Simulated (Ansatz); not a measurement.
Species: sum formula BHF (charge 0, doublet). It need not be the lowest isomer of its formula. 
Coordinates optimised at B3LYP-D3(BJ)/def2-TZVP (Ansatz, a program for electronic structure):
```xyz
3

B     -0.6180     0.4147     0.0242
F      0.5272    -0.2094    -0.0070
H     -1.6550    -0.1892    -0.0583
```
Charge 0, spin multiplicity 2.

Computed values are from Ansatz. Correlated levels leave the core frozen unless marked. UHF or UKS for open shells. No spin-orbit coupling. No relativistic terms. CBS marks a two-point X^-3 extrapolation of the correlation energy; Hartree-Fock from the larger set.

| Quantity | Value |
|---|---|
| atomisation energy De | 233.0 kcal/mol at CCSD(T)/CBS(aug-cc-pVTZ,aug-cc-pVQZ) |
| vertical ionisation energy (to the singlet) | 9.18 eV at CCSD(T)/CBS(aug-cc-pVTZ,aug-cc-pVQZ) |
| total energy | -125.1394 Eh at CCSD(T)/CBS(aug-cc-pVTZ,aug-cc-pVQZ) |
| dipole moment | 0.61 D at CCSD(T)/aug-cc-pVDZ |
| T1 diagnostic | 0.016 at CCSD/aug-cc-pVQZ |
